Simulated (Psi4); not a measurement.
Br, doublet; Psi4 with M06-2X/def2-TZVPP.

Here is a job for Psi4.
```
memory 2 GB

molecule mol {
0 2
Br    0.000000    0.000000    0.000000
}

set {
  basis def2-tzvpp
  reference uks
}

energy('m06-2x')
print_variables()
```

What the program printed (banner, timings and long lists left out):

```
   => Loading Basis Set <=

    Name: DEF2-TZVPP
    Role: ORBITAL
    Keyword: BASIS

         ---------------------------------------------------------
                                   SCF
               by Justin Turney, Rob Parrish, Andy Simmonett
                          and Daniel G. A. Smith
                              UKS Reference
         ---------------------------------------------------------

  ==> Geometry <==

    Molecular point group: d2h
    Geometry (in Angstrom), charge = 0, multiplicity = 2:

       Center              X                  Y                   Z               Mass
    ------------   -----------------  -----------------  -----------------  -----------------
         BR           0.000000000000     0.000000000000     0.000000000000    78.918337600000

  Running in d2h symmetry.

  Rotational constants: A = ************  B = ************  C = ************ [cm^-1]
  Rotational constants: A = ************  B = ************  C = ************ [MHz]
  Nuclear repulsion =    0.000000000000000

  Charge       = 0
  Multiplicity = 2
  Electrons    = 35
  Nalpha       = 18
  Nbeta        = 17

  ==> Algorithm <==

  SCF Algorithm Type is DF.
  DIIS enabled.
  MOM disabled.
  Fractional occupation disabled.
  Guess Type is CORE.
  Energy threshold   = 1.00e-06
  Density threshold  = 1.00e-06
  Integral threshold = 1.00e-12

  ==> Primary Basis <==

  Basis Set: DEF2-TZVPP
    Blend: DEF2-TZVPP
    Number of shells: 16
    Number of basis functions: 48
    Number of Cartesian functions: 55
    Spherical Harmonics?: true
    Max angular momentum: 3

  ==> DFT Potential <==

   => LibXC <=

    Version 7.1.2
    S. Lehtola, C. Steigemann, M. J. T. Oliveira, and M. A. L. Marques,  SoftwareX 7, 1–5 (2018) (10.1016/j.softx.2017.11.002)

   => Composite Functional: M06-2X <=

    Hybrid M06-2X Meta-GGA XC Functional  (10.1007/s00214-007-0310-x)
    Y. Zhao and D. G. Truhlar,  Theor. Chem. Acc., 120, 215, 2008

    Deriv               =              1
    GGA                 =           TRUE
    Meta                =           TRUE

    Exchange Hybrid     =           TRUE
    MP2 Hybrid          =          FALSE

   => Exchange Functionals <=

    1.0000   XC_HYB_MGGA_X_M06_2X

   => Exact (HF) Exchange <=

    0.5400               HF

   => Correlation Functionals <=

    1.0000   XC_MGGA_C_M06_2X

   => LibXC Density Thresholds  <==

    XC_MGGA_C_M06_2X:  1.00E-12
    XC_HYB_MGGA_X_M06_2X:  1.00E-15

   => Molecular Quadrature <=

    Radial Scheme          =       TREUTLER
    Pruning Scheme         =           NONE
    Nuclear Scheme         =       TREUTLER

    Blocking Scheme        =         OCTREE
    BS radius alpha        =              1
    Pruning alpha          =              1
    Radial Points          =             75
    Spherical Points       =            302
    Total Points           =          20084
    Total Blocks           =            208
    Max Points             =            256
    Max Functions          =             48
    Weights Tolerance      =       1.00E-15

   => Loading Basis Set <=

    Name: (DEF2-TZVPP AUX)
    Role: JKFIT
    Keyword: DF_BASIS_SCF

  ==> Integral Setup <==

  SCF_SUBTYPE=INCORE selected. In-core MEM_DF algorithm will be used.
  Using in-core AOs.

  ==> MemDFJK: Density-Fitted J/K Matrices <==

    J tasked:                   Yes
    K tasked:                   Yes
    wK tasked:                   No
    Algorithm:                 Core
    Schwarz Cutoff:           1E-12
    Mask sparsity (%):       0.0000
    Fitting Condition:        1E-10

   => Auxiliary Basis Set <=

  Basis Set: (DEF2-TZVPP AUX)
    Blend: DEF2-UNIVERSAL-JKFIT
    Number of shells: 60
    Number of basis functions: 266
    Number of Cartesian functions: 371
    Spherical Harmonics?: true
    Max angular momentum: 5

  Minimum eigenvalue in the overlap matrix is 2.5731770412E-02.
  Reciprocal condition number of the overlap matrix is 8.5336494999E-03.
    Using symmetric orthogonalization.

  ==> Pre-Iterations <==

  SCF Guess: Core (One-Electron) Hamiltonian.

   -------------------------------------------------------
    Irrep   Nso     Nmo     Nalpha   Nbeta   Ndocc  Nsocc
   -------------------------------------------------------
     Ag        14      14       6       6       6       0
     B1g        4       4       2       1       1       1
     B2g        4       4       2       2       2       0
     B3g        4       4       2       2       2       0
     Au         1       1       0       0       0       0
     B1u        7       7       2       2       2       0
     B2u        7       7       2       2       2       0
     B3u        7       7       2       2       2       0
   -------------------------------------------------------
    Total      48      48      18      17      17       1
   -------------------------------------------------------

  ==> Iterations <==

                           Total Energy        Delta E     RMS |[F,P]|

    Occupation by irrep:
             Ag   B1g   B2g   B3g    Au   B1u   B2u   B3u
    DOCC [     6,    1,    0,    1,    0,    3,    3,    3 ]
    SOCC [     0,    0,    1,    0,    0,    0,    0,    0 ]
    NA   [     6,    1,    1,    1,    0,    3,    3,    3 ]
    NB   [     6,    1,    0,    1,    0,    3,    3,    3 ]

   @DF-UKS iter   1: -2531.53653542252232   -2.53154e+03   4.95272e-01 ADIIS
    Occupation by irrep:
             Ag   B1g   B2g   B3g    Au   B1u   B2u   B3u
    DOCC [     6,    1,    1,    1,    0,    2,    3,    3 ]
    SOCC [     0,    0,    0,    0,    0,    1,    0,    0 ]
    NA   [     6,    1,    1,    1,    0,    3,    3,    3 ]
    NB   [     6,    1,    1,    1,    0,    2,    3,    3 ]

   @DF-UKS iter   2: -2469.53906658298229    6.19975e+01   8.74251e-01 ADIIS
   @DF-UKS iter   3: -2574.05900611552397   -1.04520e+02   3.42318e-02 DIIS/ADIIS
   @DF-UKS iter   4: -2574.14306880217464   -8.40627e-02   6.02524e-03 DIIS/ADIIS
   @DF-UKS iter   5: -2574.15029114598019   -7.22234e-03   1.98750e-03 DIIS/ADIIS
   @DF-UKS iter   6: -2574.15066920118079   -3.78055e-04   3.63251e-04 DIIS/ADIIS
   @DF-UKS iter   7: -2574.15068015980751   -1.09586e-05   2.10043e-05 DIIS
   @DF-UKS iter   8: -2574.15068022907690   -6.92694e-08   2.06426e-06 DIIS
   @DF-UKS iter   9: -2574.15068023051890   -1.44200e-09   1.70948e-07 DIIS
  Energy and wave function converged.

  ==> Post-Iterations <==

   Electrons on quadrature grid:
      Nalpha   =   17.9999999176 ; deviation = -8.237e-08
      Nbeta    =   16.9999999176 ; deviation = -8.236e-08
      Ntotal   =   34.9999998353 ; deviation = -1.647e-07

   @Spin Contamination Metric:   3.347849422E-03
   @S^2 Expected:                7.500000000E-01
   @S^2 Observed:                7.533478494E-01
   @S   Expected:                5.000000000E-01
   @S   Observed:                5.000000000E-01

    Orbital Energies [Eh]
    ---------------------

    Alpha Occupied:

[...]
    Alpha Virtual:

[...]
    Beta Occupied:

[...]
    Beta Virtual:

[...]
      14Ag     7.029639

    Final Occupation by Irrep:
             Ag   B1g   B2g   B3g    Au   B1u   B2u   B3u
    DOCC [     6,    1,    1,    1,    0,    2,    3,    3 ]
    SOCC [     0,    0,    0,    0,    0,    1,    0,    0 ]
    NA   [     6,    1,    1,    1,    0,    3,    3,    3 ]
    NB   [     6,    1,    1,    1,    0,    2,    3,    3 ]

  @DF-UKS Final Energy: -2574.15068023051890

   => Energetics <=

    Nuclear Repulsion Energy =              0.0000000000000000
    One-Electron Energy =               -3581.6610628817165889
    Two-Electron Energy =                1050.4901244319767102
    DFT Exchange-Correlation Energy =     -42.9797417807789586
    Empirical Dispersion Energy =           0.0000000000000000
    VV10 Nonlocal Energy =                  0.0000000000000000
    Total Energy =                      -2574.1506802305189012

  UHF NO Occupations:
  HONO-2 :    3B3u 1.9998046
  HONO-1 :    6 Ag 1.9987372
  HONO-0 :    3B1u 1.0000000
  LUNO+0 :    7 Ag 0.0012628
  LUNO+1 :    4B3u 0.0001954
  LUNO+2 :    4B2u 0.0001954
  LUNO+3 :    2B2g 0.0000090

Computation Completed

Properties will be evaluated at   0.000000,   0.000000,   0.000000 [a0]

Properties computed using the SCF density matrix

 Multipole Moments:

 ------------------------------------------------------------------------------------
     Multipole            Electronic (a.u.)      Nuclear  (a.u.)        Total (a.u.)
 ------------------------------------------------------------------------------------

 L = 1.  Multiply by 2.5417464519 to convert [e a0] to [Debye]
 Dipole X            :          0.0000000            0.0000000            0.0000000
 Dipole Y            :          0.0000000            0.0000000            0.0000000
 Dipole Z            :          0.0000000            0.0000000            0.0000000
 Magnitude           :                                                    0.0000000

 ------------------------------------------------------------------------------------

  Variable Map:
  ----------------------------------------------------------------------------
[...]
  Array Variable Map:
  ----------------------------------------------------------------------------
[...]
[...]
```
